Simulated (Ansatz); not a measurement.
Results of the Gaussian-basis code of Ansatz.

A structure relaxed at PBE0-D4/def2-TZVP, charge 0, multiplicity 1:

```xyz
16

C    -0.495    1.408   -0.047
C     0.302    0.177   -0.457
C     0.070   -0.145   -1.927
C    -0.037   -1.011    0.446
Al    0.370   -0.774    2.348
H    -0.267    2.268   -0.682
H    -1.570    1.213   -0.122
H    -0.277    1.702    0.987
H     1.367    0.415   -0.330
H     0.338    0.697   -2.572
H    -0.984   -0.382   -2.106
H     0.661   -1.010   -2.240
H     0.504   -1.908    0.108
H    -1.099   -1.271    0.334
H    -0.335   -1.679    3.451
H     1.452    0.300    2.808
```

Q: Give its formula and SMILES.

A: C4H11Al, `CC(C)[CH2][AlH2]`.

Q: Point group (tolerance 0.08 Å, 0.16 Å for H)?

A: C1.

Q: Summarise the bond lengths by kind.

A: 3 × C–C 1.523 to 1.530 Å; 9 × C–H 1.093 to 1.101 Å; 1 × Al–C 1.959 Å; 2 × Al–H 1.591 to 1.593 Å.
